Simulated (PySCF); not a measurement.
# Gas-phase XPS of `S[SiH]1C=CC=C1`, computed

Compound: C4H6SSi.
Atom-mapped SMILES: `[SH:1][SiH:2]1[CH:3]=[CH:4][CH:5]=[CH:6]1`

Structure used (GFN2-xTB), in Å, numbered top down from 1:
```
atom  x, y, z in Å
S1     2.8288    0.1087    0.5936
Si2    0.9790    0.7085   -0.3409
C3    -0.4575    0.9433    0.8593
C4    -1.4207    0.0657    0.5562
C5    -1.1523   -0.8366   -0.5567
C6     0.0311   -0.6989   -1.1655
H7     2.3269   -0.8996    1.2904
H8     1.3438    1.8423   -1.1728
H9    -0.5513    1.6556    1.6608
H10   -2.3606   -0.0100    1.0848
H11   -1.8972   -1.5680   -0.8371
H12    0.3312   -1.3115   -1.9980
```

Theory: delta-SCF UKS SCAN, pcX-2 on the ionised atom, pcseg-1 elsewhere, spin-free X2C in PySCF. Each binding energy is the total energy of the core-ionised species, with the hole localised on one atom, minus that of the ground state; both are solved self-consistently, so orbital relaxation is included.

Q: Give the core binding energies atom by atom.

A: 
```json
{"atom(s)": "S1", "environment": "sulfur bonded to Si and H", "level": "S 1s", "binding energy (eV)": "2476.94", "2p1/2 (eV)": "–", "above the level's lowest (eV)": "0.00", "count": "1"}
{"atom(s)": "Si2", "environment": "SiH silicon", "level": "Si 1s", "binding energy (eV)": "1846.77", "2p1/2 (eV)": "–", "above the level's lowest (eV)": "0.00", "count": "1"}
{"atom(s)": "C4/C5", "environment": "alkene CH carbon", "level": "C 1s", "binding energy (eV)": "290.57", "2p1/2 (eV)": "–", "above the level's lowest (eV)": "+1.01", "count": "2"}
{"atom(s)": "C3/C6", "environment": "alkene CH carbon", "level": "C 1s", "binding energy (eV)": "289.56", "2p1/2 (eV)": "–", "above the level's lowest (eV)": "0.00", "count": "2"}
{"atom(s)": "Si2", "environment": "SiH silicon", "level": "Si 2p3/2", "binding energy (eV)": "106.94", "2p1/2 (eV)": "107.56", "above the level's lowest (eV)": "0.00", "count": "1"}
```

Lowest listed C 1s: C3/C6, bonded to C (double bond), H and Si. Highest, 1.01 eV above it: C4/C5, bonded to C (double bond), C and H. Summing the Pauling electronegativity differences to the bonded atoms, each weighted by its formal bond order, gives -1.00 for the lowest site and -0.35 for the highest.

Q: Express the binding energy of C 1s of C3/C6 in atomic units and per mole.

A: 289.56 eV = 10.6411 Eh = 27938 kJ/mol.

Q: What is the longest wavelength that can ionise C 1s of C3/C6 vertically?

A: λ = hc/E = 12398.42 eV Å / 289.56 eV = 42.818 Å.

Atoms equivalent by their bonding share one computed value, that of the first of them. Not every level is listed. The unrestricted hole states depart most from a pure doublet (⟨S²⟩ = 0.75; over 0.85 named) for C 1s of C4/C5 (0.94), which makes this value less certain. The 2p values aren't plain energy differences: one relaxed spin-free 2p hole is combined with a matrix within the shell (ground-state 2p orbital-energy differences and spin–orbit coupling). 2p3/2, the mean of its two sublevels, lies a third of the splitting below the shell's mean and 2p1/2 two thirds above it; the statistical areas are 2:1. 2p1/2 minus 2p3/2 (ligand field included): Si 0.62 eV. The structure is a single GFN2-xTB conformer in the gas phase; no vibrational or solvent corrections.
